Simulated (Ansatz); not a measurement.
Input for Ansatz (a program for electronic structure): R-B3LYP/def2-TZVPP on SiH4 (SMILES [SiH4]).

Ansatz 0.2 input:
```yaml
crystal:
  periodic: [false, false, false]
  atoms:
    - {symbol: Si, position_ang: [0.00000000, -0.00000000, -0.00000000]}
    - {symbol: H, position_ang: [0.85467615, 0.85467615, 0.85467615]}
    - {symbol: H, position_ang: [-0.85467615, -0.85467615, 0.85467615]}
    - {symbol: H, position_ang: [-0.85467615, 0.85467615, -0.85467615]}
    - {symbol: H, position_ang: [0.85467615, -0.85467615, -0.85467615]}
basis:
  gaussian:
    orbitals: def2-TZVPP
hamiltonian:
  xc: {name: B3LYP}
scf: {lower_state_search: off}
```

Output:

```
WARN ansatz: RAYON_NUM_THREADS=4 ignored (pool sized by the plan → 4); use --threads N
Functional definition: B3LYP
these checks for a lower state are left out or cut short: stability, starts, cluster_reference, orbital_swaps, neighbouring_geometries, increment
integrals: 0.02 GiB planned
527 factors; their error is unknown
mean field: 0.24 GiB planned
mean field evaluation 1: about -7943.0238 eV, gradient 1.1e1 eV
mean field evaluation 2: about -7943.3758 eV, gradient 5.2e0 eV
mean field evaluation 4: about -7943.4608 eV, gradient 9.7e-2 eV
mean field evaluation 8: about -7943.4710 eV, gradient 1.3e-3 eV
mean field -7943.47100924 eV, -291.9171753115 hartree, gradient 4.0e-6 eV, S^2 0.000000; 0 other end points of the search recorded, 0 dependent functions left out
reference -7943.47121975 eV, -291.9171830478 hartree; 9, 9 occupied and 89, 89 virtual orbitals, 527 factors
Total energy: -7943.47121975 eV, -291.9171830478 hartree
Checks for a lower state left out: stability, starts, cluster_reference, orbital_swaps, neighbouring_geometries, increment
```

The run converged.

Cost: about 0.7 core-seconds (a rough figure).
